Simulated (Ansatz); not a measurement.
Ideal-gas functions of F₃Sc (`[F][Sc]([F])[F]`) at 800 K and 1 bar, from an Ansatz frequency run at PBE0-D4/def2-TZVP.

Molar mass 101.95 g/mol, point group D3h (symmetry number 6), electronic degeneracy 1, moments of inertia 96.192, 96.257, 192.45 u Å². Harmonic wavenumbers (cm⁻¹, unscaled): 87, 167, 167, 630, 729, 729.

Use S(trans) = R[1.5 ln M + 2.5 ln T − 1.1517]; rotational temperatures θ = 24.2544 K / I; S(rot) = R[ln(√π/σ · √(T³/θAθBθC)) + 1.5]; for each mode x = 1.438777 ν̃/T, S = R[x/(eˣ − 1) − ln(1 − e⁻ˣ)] and H = RT x/(eˣ − 1); 1 cm⁻¹ = 0.0119627 kJ/mol; R = 8.31446 J/(mol·K).

**Question.** By hand: the entropy, in J/(mol·K).

**Answer.** Translation 187.0. Rotation: θ = 0.2521, 0.252, 0.126 K, giving 105.8. Vibration, mode by mode: 23.75, 18.35, 18.35, 7.71, 6.63, 6.63, in all 81.4. Electronic 0.0. Sum 374.2 J/(mol·K).

**Question.** By hand: H − E and G − E in kJ/mol, counted from the electronic energy.

**Answer.** Zero-point energy ½ × 2509 × 0.0119627 = 15.0; thermal vibration 27.6; translation, rotation and pV give 4 RT = 26.6. H − E = 69.2 kJ/mol, and G − E = 69.2 − 800 × 374.2/1000 = -230.2 kJ/mol.

Vibration gives 22 % of the entropy, 23.7 J/(mol·K) of it from the mode under 150 cm⁻¹: soft modes count most, and the harmonic formula is weakest for them.
